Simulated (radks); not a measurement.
The numbers below are computed, except where a source is named.
All-electron atom: Nd4+ in [Kr] 4d10 4f(up 1.5, down 1.5) 5p6 5s(up 0.5, down 0.5) (fractional occupations, a model configuration). Level of theory: scalar-relativistic Kohn-Sham, LDA (Slater exchange, Perdew-Wang correlation), spin-polarised, spherical densities, finite nucleus; Fermi nuclear charge, rms radius 4.9123 fm (a radial shooting solver on a logarithmic mesh with Libxc functionals).

Normalised radial functions P(r) = r R(r), r in bohr:

```
   r/bohr * 5s, o 5p, + 4f (the largest magnitude, 1.03, reaches the edge; | marks zero, & curves that meet)
 0.001106                             &*
 0.001267                             &*
 0.001452                             &*
 0.001663                             & *
 0.001921                             & *
   0.0022                             & *
 0.002521                             & *
 0.002911                             & *
 0.003336                             &  *
 0.003821                             &  *
 0.004378                             &  *
 0.005056                             &  *
 0.005793                             &   *
 0.006637                             +o  *
 0.007665                             +o  *
 0.008781                             +o  *
  0.01006                             +o  *
  0.01153                             +o  *
  0.01331                             + o *
  0.01525                             + o *
  0.01747                             + o*
  0.02018                             +  &
  0.02312                             + *o
  0.02649                             +*  o
  0.03035                             &    o
  0.03505                           * +    o
  0.04015                          *  +     o
    0.046                        *    +     o
  0.05312                       *     +     o
  0.06086                      *      +     o
  0.06973                      *      +    o
  0.07989                       *     |+  o
  0.09226                         *   |+o
   0.1057                           *o| +
   0.1211                          o  |*+
   0.1399                       o     |  + *
   0.1602                     o       |    +  *
   0.1836                    o        |     +   *
   0.2103                     o       |       + *
   0.2429                       o     |      *   +
   0.2783                          o  |  *          +
   0.3188                           * | o              +
   0.3682                     *       |      o            +
   0.4218                *            |          o           +
   0.4833               *             |            o           +
   0.5537                *            |           o             +
   0.6395                      *      |       o                  +
   0.7326                             | &                        +
   0.8394                        o    |          *             +
   0.9694                o            |                  *   +
    1.111          o                  |                    +  *
    1.272      o                      |                 +       *
    1.458     o                       |              +         *
    1.684      o                      |          +         *
    1.929          o                  |       +       *
     2.21              o              |     +    *
    2.552                   o         |   + *
    2.924                       o     | +*
     3.35                          o  |+*
    3.838                            o|&
    4.432                            o&
    5.078                             &
```

5s: eigenvalue -81.959 eV, 4 radial nodes at r = 0.0290, 0.115, 0.301, 0.716 bohr, <r> = 1.41 bohr, 90 % of the charge inside 2.01 bohr. 5p: eigenvalue -61.800 eV, 3 radial nodes at r = 0.102, 0.303, 0.765 bohr, <r> = 1.59 bohr, 90 % of the charge inside 2.30 bohr. 4f: eigenvalue -46.487 eV, 0 radial nodes, <r> = 0.935 bohr, 90 % of the charge inside 1.57 bohr.
